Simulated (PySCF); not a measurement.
C4H11In, charge +1, doublet, geometry from GFN2-xTB (such geometries of metal compounds can be far from the true shape) (a state made from the parent by changing its charge; the spin is typed, not shown lowest) (core potentials on In), with bond 8-6 at 1.6 times its length; PySCF with DF-BLYP/def2-SVP.

The PySCF input:
```python
from pyscf import gto, scf, dft

mol = gto.M(
    atom='''
In   -0.029769    0.440386    0.170115
C     1.482714    1.070089   -1.399992
H     2.368644    0.446552   -1.295460
H     1.720052    2.116238   -1.214696
H     1.028947    0.945315   -2.381445
C    -1.401957    0.850174    1.942730
H    -2.371358    0.402526    1.728952
H    -1.528160    2.579892    2.113582
H    -0.949048    0.401779    2.825536
C    -0.459185   -2.034979   -0.233655
C     0.499727   -2.478613   -1.258930
H    -1.499960   -1.964253   -0.531666
H    -0.301269   -2.389925    0.779354
H     1.535401   -2.408498   -0.921070
H     0.367058   -1.956890   -2.209320
H     0.313252   -3.543038   -1.466267
''',
    basis='def2-svp',
    ecp={'In': 'def2-svp'},
    charge=1,
    spin=1,
    verbose=4,
)

mf = dft.UKS(mol)
mf.xc = 'blyp'
mf.diis_space = 12
mf = mf.density_fit(auxbasis='def2-universal-jkfit')
mf.kernel()
mf.analyze()
```

Predict the main parts of the log of this PySCF run.


```
PySCF version 2.14.0

[INPUT] verbose = 4
[INPUT] num. atoms = 16
[INPUT] num. electrons = 55
[INPUT] charge = 1
[INPUT] spin (= nelec alpha-beta = 2S) = 1
[INPUT] symmetry False subgroup None
[INPUT] Mole.unit = angstrom
[INPUT] Symbol           X                Y                Z      unit          X                Y                Z       unit  Magmom
[...]
nuclear repulsion = 248.090382578683
number of shells = 67
number of NR pGTOs = 234
number of NR cGTOs = 137
basis = def2-svp
ecp = {'In': 'def2-svp'}

******** <class 'pyscf.df.df_jk.DFUKS'> ********
method = DFUKS
initial guess = minao
damping factor = 0
level_shift factor = 0
DIIS = <class 'pyscf.scf.diis.CDIIS'>
diis_start_cycle = 1
diis_space = 12
diis_damp = 0
SCF conv_tol = 1e-09
SCF conv_tol_grad = None
SCF max_cycles = 50
direct_scf = False
number electrons alpha = 28  beta = 27
XC library pyscf.dft.libxc version 7.1.2
    S. Lehtola, C. Steigemann, M. J. T. Oliveira, and M. A. L. Marques,  SoftwareX 7, 1–5 (2018)
XC functionals = blyp
    A. D. Becke,  Phys. Rev. A 38, 3098 (1988)
    C. Lee, W. Yang, and R. G. Parr,  Phys. Rev. B 37, 785 (1988)
    B. Miehlich, A. Savin, H. Stoll, and H. Preuss,  Chem. Phys. Lett. 157, 200 (1989)
radial grids:
    Treutler-Ahlrichs [JCP 102, 346 (1995); DOI:10.1063/1.469408] (M4) radial grids

becke partition: Becke, JCP 88, 2547 (1988); DOI:10.1063/1.454033
pruning grids: <function nwchem_prune>
grids dens level: 3
symmetrized grids: False
atomic radii adjust function: <function treutler_atomic_radii_adjust>
small_rho_cutoff = 0
Set gradient conv threshold to 3.16228e-05
tot grids = 186240
init E= -327.439386431786

cycle= 1 E= -346.522278187467  delta_E= -19.1  |g|= 1.75  |ddm|= 9.35
cycle= 2 E= -303.88254515898  delta_E= 42.6  |g|= 5.16  |ddm|= 23.1
cycle= 3 E= -347.931134550495  delta_E=  -44  |g|= 0.948  |ddm|= 22.8
cycle= 4 E= -347.807649007362  delta_E= 0.123  |g|= 0.874  |ddm|= 1.77
cycle= 5 E= -348.246691151904  delta_E= -0.439  |g|= 0.576  |ddm|= 1.51
cycle= 6 E= -348.405745701002  delta_E= -0.159  |g|= 0.377  |ddm|= 1.11
cycle= 7 E= -348.461462862754  delta_E= -0.0557  |g|= 0.253  |ddm|= 0.647
cycle= 8 E= -348.508137945229  delta_E= -0.0467  |g|= 0.069  |ddm|= 0.392
cycle= 9 E= -348.511252732871  delta_E= -0.00311  |g|= 0.0216  |ddm|= 0.116
cycle= 10 E= -348.511675122674  delta_E= -0.000422  |g|= 0.0062  |ddm|= 0.0389
cycle= 11 E= -348.511714692971  delta_E= -3.96e-05  |g|= 0.00226  |ddm|= 0.0128
cycle= 12 E= -348.51171758179  delta_E= -2.89e-06  |g|= 0.00127  |ddm|= 0.00414
cycle= 13 E= -348.511718698325  delta_E= -1.12e-06  |g|= 0.000289  |ddm|= 0.00187
cycle= 14 E= -348.511718778576  delta_E= -8.03e-08  |g|= 8.74e-05  |ddm|= 0.000535
cycle= 15 E= -348.511718787571  delta_E= -8.99e-09  |g|= 2.93e-05  |ddm|= 0.000202
cycle= 16 E= -348.511718789374  delta_E= -1.8e-09  |g|= 1.1e-05  |ddm|= 8.74e-05
cycle= 17 E= -348.511718789836  delta_E= -4.61e-10  |g|= 7.94e-06  |ddm|= 4.72e-05
Extra cycle  E= -348.511718789705  delta_E= 1.3e-10  |g|= 2e-05  |ddm|= 3.58e-05
converged SCF energy = -348.511718789705  <S^2> = 0.75344679  2S+1 = 2.0034438
**** SCF Summaries ****
Total Energy =                        -348.511718789705355
Nuclear Repulsion Energy =             248.090382578682807
One-electron Energy =                -1029.241045248289083
Two-electron Energy =                  432.638943879900921
Two-electron Coulomb Energy =          474.496765610745967
DFT Exchange-Correlation Energy =      -41.857821730845068
**** MO energy ****
                             alpha | beta                alpha | beta
[...]
spin_pop of  0 In 4s       -0.00002
spin_pop of  0 In 5s       -0.01585
spin_pop of  0 In 6s        0.00022
spin_pop of  0 In 7s        0.00006
spin_pop of  0 In 4px       0.00029
spin_pop of  0 In 4py       0.00002
spin_pop of  0 In 4pz      -0.00000
spin_pop of  0 In 5px       0.00055
spin_pop of  0 In 5py       0.00000
spin_pop of  0 In 5pz       0.00008
spin_pop of  0 In 6px       0.00051
[...]
spin_pop of  1 C 2py       0.00478
spin_pop of  1 C 2pz       0.01756
spin_pop of  1 C 3px      -0.00015
spin_pop of  1 C 3py       0.00082
spin_pop of  1 C 3pz       0.00027
spin_pop of  1 C 3dxy      0.00002
spin_pop of  1 C 3dyz      0.00001
spin_pop of  1 C 3dz^2     0.00002
spin_pop of  1 C 3dxz      0.00004
spin_pop of  1 C 3dx2-y2    0.00001
spin_pop of  2 H 1s       -0.00114
spin_pop of  2 H 2s        0.00000
spin_pop of  2 H 2px       0.00002
spin_pop of  2 H 2py       0.00000
spin_pop of  2 H 2pz       0.00001
spin_pop of  3 H 1s        0.00225
spin_pop of  3 H 2s        0.00059
spin_pop of  3 H 2px       0.00000
spin_pop of  3 H 2py       0.00002
spin_pop of  3 H 2pz       0.00003
spin_pop of  4 H 1s       -0.00110
spin_pop of  4 H 2s        0.00000
spin_pop of  4 H 2px       0.00000
spin_pop of  4 H 2py       0.00002
spin_pop of  4 H 2pz       0.00000
spin_pop of  5 C 1s        0.00000
spin_pop of  5 C 2s        0.00195
spin_pop of  5 C 3s       -0.00006
spin_pop of  5 C 2px       0.02791
spin_pop of  5 C 2py      -0.01289
spin_pop of  5 C 2pz       0.04930
spin_pop of  5 C 3px       0.00038
spin_pop of  5 C 3py       0.00043
spin_pop of  5 C 3pz      -0.00013
spin_pop of  5 C 3dxy      0.00002
spin_pop of  5 C 3dyz      0.00003
spin_pop of  5 C 3dz^2     0.00001
spin_pop of  5 C 3dxz      0.00006
spin_pop of  5 C 3dx2-y2    0.00005
spin_pop of  6 H 1s       -0.00192
spin_pop of  6 H 2s        0.00009
spin_pop of  6 H 2px       0.00001
spin_pop of  6 H 2py      -0.00000
spin_pop of  6 H 2pz       0.00000
spin_pop of  7 H 1s        0.05770
spin_pop of  7 H 2s       -0.00006
spin_pop of  7 H 2px      -0.00000
spin_pop of  7 H 2py       0.00001
spin_pop of  7 H 2pz       0.00000
spin_pop of  8 H 1s       -0.00124
spin_pop of  8 H 2s        0.00002
spin_pop of  8 H 2px       0.00000
spin_pop of  8 H 2py       0.00002
spin_pop of  8 H 2pz      -0.00001
spin_pop of  9 C 1s       -0.00001
spin_pop of  9 C 2s        0.03789
spin_pop of  9 C 3s        0.00434
spin_pop of  9 C 2px       0.04826
spin_pop of  9 C 2py       0.58615
spin_pop of  9 C 2pz       0.01610
spin_pop of  9 C 3px       0.00026
spin_pop of  9 C 3py       0.00854
spin_pop of  9 C 3pz       0.00014
spin_pop of  9 C 3dxy     -0.00004
spin_pop of  9 C 3dyz      0.00004
spin_pop of  9 C 3dz^2     0.00008
spin_pop of  9 C 3dxz      0.00001
spin_pop of  9 C 3dx2-y2    0.00026
spin_pop of  10 C 1s       -0.00000
spin_pop of  10 C 2s       -0.00394
spin_pop of  10 C 3s        0.00023
spin_pop of  10 C 2px      -0.00581
spin_pop of  10 C 2py       0.01313
spin_pop of  10 C 2pz      -0.00615
spin_pop of  10 C 3px       0.00014
spin_pop of  10 C 3py       0.00071
spin_pop of  10 C 3pz       0.00021
spin_pop of  10 C 3dxy     -0.00002
spin_pop of  10 C 3dyz      0.00011
spin_pop of  10 C 3dz^2     0.00003
spin_pop of  10 C 3dxz     -0.00002
spin_pop of  10 C 3dx2-y2    0.00020
spin_pop of  11 H 1s       -0.00979
spin_pop of  11 H 2s        0.00071
spin_pop of  11 H 2px      -0.00007
spin_pop of  11 H 2py       0.00009
spin_pop of  11 H 2pz      -0.00000
spin_pop of  12 H 1s       -0.00987
spin_pop of  12 H 2s        0.00067
spin_pop of  12 H 2px       0.00002
spin_pop of  12 H 2py      -0.00002
spin_pop of  12 H 2pz       0.00001
spin_pop of  13 H 1s        0.00905
spin_pop of  13 H 2s        0.00013
spin_pop of  13 H 2px       0.00001
spin_pop of  13 H 2py       0.00002
spin_pop of  13 H 2pz       0.00000
spin_pop of  14 H 1s        0.01038
spin_pop of  14 H 2s        0.00013
spin_pop of  14 H 2px       0.00001
spin_pop of  14 H 2py      -0.00000
spin_pop of  14 H 2pz       0.00003
spin_pop of  15 H 1s        0.07108
spin_pop of  15 H 2s        0.00052
spin_pop of  15 H 2px       0.00003
spin_pop of  15 H 2py       0.00008
spin_pop of  15 H 2pz      -0.00001
In total            28.00000 | 27.00000

WARN: System has nonzero charge 1; the dipole moment is origin-dependent.
Location of origin: [0. 0. 0.]

Dipole moment(X, Y, Z, Debye): -0.22503, -1.44190, -0.22104
```
